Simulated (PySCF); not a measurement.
SMILES C[CH](C)[Mg][Cl], singlet at its PBE0/def2-SVP optimised geometry (Å):

```
12

Mg     0.7990    -0.0407     0.0000
Cl     3.0151    -0.0407     0.0000
C     -1.3150    -0.0445    -0.0204
C     -1.9031     1.3534     0.1766
C     -1.9088    -1.0420     0.9750
H     -1.5847    -0.3835    -1.0396
H     -3.0094     1.3403     0.1173
H     -1.6534     1.7762     1.1655
H     -1.5540     2.0753    -0.5806
H     -1.5637    -2.0753     0.8032
H     -3.0151    -1.0626     0.9179
H     -1.6599    -0.7877     2.0202
```

Computed with PBE0/def2-TZVP (PySCF). Cells within 0.4 Å of a nucleus heavier than hydrogen are left out (blank, or x).

Map of the deformation density (molecule minus spherical neutral atoms) (e/bohr³) on the plane z = 0.8 Å:

```
|00000000000000000000000000000|
|00000000000000000000000000000|
|00000000000000000000000000000|
|00000000000000000000000000000|
|00000000000000000000000000000|
|00000000000000000000000000000|
|00000000000000000000000000000|
|00000000000000000000000000000|
|00000000000000000000000000000|
|00000000034100000000000000000|
|00000001167100000000000000000|
|00000001012000000000011000000|
|00000000000000000000111100000|
|00000000000001000001111100000|
|00000000000011100001111100000|
|00000000013111000001111100000|
|000000153x4100000001111100000|
|000000375x2000000000111000000|
|00000002146200000000000000000|
|00000000149200000000000000000|
|00000000011000000000000000000|
|00000000000000000000000000000|
|00000000000000000000000000000|
|00000000000000000000000000000|
|00000000000000000000000000000|
|00000000000000000000000000000|
|00000000000000000000000000000|
|00000000000000000000000000000|
|00000000000000000000000000000|
```
Scale: ten equal steps from -0.011 (start of '0') to 0.114 (end of '9'), in the order '0123456789'; x runs from -5.50 to 5.50, y from -5.50 (bottom) to 5.50 (top).
